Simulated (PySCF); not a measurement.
# Potential energy of AsH along the bond

Set-up: basis As def2-TZVPPD, H def2-TZVPPD; no relativity; PySCF 2.14. Energies in eV from As + H in their ground configurations at the same level. State: ³Σ⁻ (triplet), unpaired electrons π ↑↑.

All columns are UHF. A positive dipole means As(−)H(+).

```csv
R (Å),E (eV),μ (D),Mulliken charge on As (basis-dependent),HOMO (eV),LUMO (eV),Mayer bond order,⟨S²⟩
1.317,-1.396,0.67,-0.07,-9.89,1.14,0.83,2.02
1.379,-1.691,0.56,-0.07,-9.90,1.14,0.86,2.02
1.440,-1.853,0.46,-0.06,-9.90,1.13,0.88,2.02
1.486,-1.907,0.37,-0.05,-9.91,1.12,0.89,2.02
1.532,-1.915,0.29,-0.04,-9.93,1.11,0.91,2.02
1.578,-1.885,0.20,-0.03,-9.94,1.10,0.91,2.02
1.639,-1.798,0.08,-0.02,-9.97,1.09,0.92,2.02
1.716,-1.635,-0.08,0.00,-10.00,1.06,0.93,2.02
1.808,-1.385,-0.26,0.02,-10.05,1.04,0.91,2.03
1.930,-1.017,-0.46,0.03,-10.12,1.03,0.81,2.10
```

A fit through these points gives, at Re = 1.517 Å, μ = 0.31 D and dμ/dR = -1.88 D/Å; the reduced mass is 0.9944 u.

Problem. How strong is the fundamental in the double-harmonic approximation, I = 42.26·(dμ/dR)²/μred km/mol?

Solution. I = 42.26·(-1.88)²/0.9944 = 150 km/mol at UHF.

Spin–orbit coupling is left out. Hartree–Fock leaves out correlation, which carries a large part of most bond energies and some tenths to 1 eV of ionisation energies. The state is the lowest determinant that a PBE0 search found; another state may lie lower at other levels.
